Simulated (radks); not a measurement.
Spherical quantum dot in the effective-mass picture: electrons in a well V = -V0 / (1 + exp((r - R)/a)) with V0 = 44.3, R = 1.34, a = 0.069, with a point charge +1 (a donor) at the centre, all in effective atomic units (hartree* = m*/eps^2 hartree, bohr* = eps/m* bohr), one dielectric constant everywhere. Method: non-relativistic Kohn-Sham, LDA (Slater exchange, Perdew-Wang correlation), spin-polarised, spherical densities; computed with a radial shooting solver with Libxc functionals. Levels are named by radial order and angular momentum (1s, 1p, 1d, 2s, ...), and open shells are averaged over m.

N = 25, configuration 1s2 1p6 1d10 2s2 1f(up 5, down 0). This is the lowest configuration that the search found. Occupied and some empty levels:

level    occupation  eigenvalue (hartree*)  <r> (bohr*)
1s up             1                -18.428       0.8030
1s down           1                -18.293       0.7981
1p up             3                -16.450       0.9041
1p down           3                -16.288       0.9022
1d up             5                -13.675       0.9652
1d down           5                -13.501       0.9645
2s up             1                -11.368       0.6664
2s down           1                -11.287       0.6689
1f up             5                -10.167        1.012
1f down           0                -9.9869        1.012
2p up             0                -6.2954       0.7809
2p down           0                -6.2003       0.7811
1g up             0                -5.9996        1.051
1g down           0                -5.8173        1.051
2d up             0                -1.1023       0.8667
2d down           0               -0.99251       0.8665

Energy (hartree*): total -640.275, kinetic 169.67, external -1086.6, Hartree 304.95, exchange-correlation -28.262.

Electron density:

r (bohr*)  n(r) (e/bohr*^3)
0.0862                5.980
0.182                 4.728
0.278                 3.680
0.374                 2.935
0.470                 2.571
0.566                 2.616
0.662                 3.002
0.758                 3.545
0.854                 3.949
0.950                 3.901
1.05                  3.237
1.14                  2.118
1.24                  1.010
1.33                 0.3341
1.43                0.08245
1.53                0.01789
1.62               0.003859
1.72              0.0008327
1.81              0.0001845
1.91             0.00004185
